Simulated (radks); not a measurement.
The numbers below are computed, except where a source is named.
Question: Ionisation of the indium ion In+, [Kr] 4d10 5s2, to In2+, [Kr] 4d10 5s1, under several functionals. Scalar-relativistic Kohn-Sham, spin-polarised, spherical densities, point nucleus; open shells are filled with parallel spins first (spin-orbit coupling, left out, can overturn this in heavy ions); a radial shooting solver on a logarithmic mesh with Libxc functionals. Known Delta-SCF values: HCTH/407 19.139 eV; XLYP 19.168 eV. What does BP86 give, and what is its highest occupied eigenvalue?

Answer: 19.146 eV by Delta-SCF; the 5s eigenvalue is -15.136 eV. NIST: 18.870 eV (measured).
